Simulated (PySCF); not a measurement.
Numbering as in the mapped SMILES `[CH3:1][C:2]#[C:3][P:4]([CH3:5])[c:6]1[cH:7][cH:8][cH:9][s:10]1`. Hydrogens are named by the atom that carries them.

Geometry: PBE0-D3(BJ)/def2-SVP; GIAO shifts from PySCF 2.14.0 with density-fitted response routines, gas phase, non-relativistic, averaged over equivalent atoms.

At PBE0/pcSseg-1 (229 basis functions, 32 s wall time on 1 thread of an AMD EPYC 9R45 96-Core, shared host):
| atoms | δ (ppm) |
| --- | --- |
| C6 | 150.8 |
| C9 | 138.5 |
| C7 | 137.0 |
| C8 | 132.3 |
| C2 | 111.7 |
| C3 | 82.4 |
| C5 | 23.1 |
| C1 | 6.1 |
| P4 | -81.0 |
| S10 | 241.6 |
| H(C7) | 7.70 |
| H(C9) | 7.34 |
| H(C8) | 7.17 |
| H(C1) | 2.13 |
| H(C5) | 1.36 |

Chemical shifts δ = σref − σ; 13C (σref 184.41), 1H (σref 31.27) against TMS; 31P (σref 310.13) against H3PO4; 33S (σref 495.66) against CS2, all at this level.

Task: What do these become at wB97X-D/pcSseg-1?

Result: 
| atoms | δ at wB97X-D/pcSseg-1 | change |
| --- | --- | --- |
| C6 | 152.7 | +1.9 |
| C9 | 140.8 | +2.3 |
| C7 | 138.4 | +1.4 |
| C8 | 133.4 | +1.1 |
| C2 | 112.2 | +0.5 |
| C3 | 82.0 | -0.4 |
| C5 | 22.9 | -0.2 |
| C1 | 5.9 | -0.2 |
| P4 | -80.2 | +0.8 |
| S10 | 244.1 | +2.5 |
| H(C7) | 7.68 | -0.02 |
| H(C9) | 7.36 | +0.02 |
| H(C8) | 7.14 | -0.03 |
| H(C1) | 2.05 | -0.08 |
| H(C5) | 1.34 | -0.02 |

Referencing at the same level of theory: 13C (184.54 ppm), 1H (31.38 ppm) against TMS; 31P (307.18 ppm) vs H3PO4; CS2 for 33S (493.71 ppm).

The largest change is at S10 (aromatic ring sulfur). Cost: 229 basis functions, 30 s wall time on 1 thread of an AMD EPYC 9R45 96-Core, shared host. The order of the carbon signals is the same at both levels.

Experimental scales use liquid or dissolved standards, which lie at an offset from isolated H3PO4.
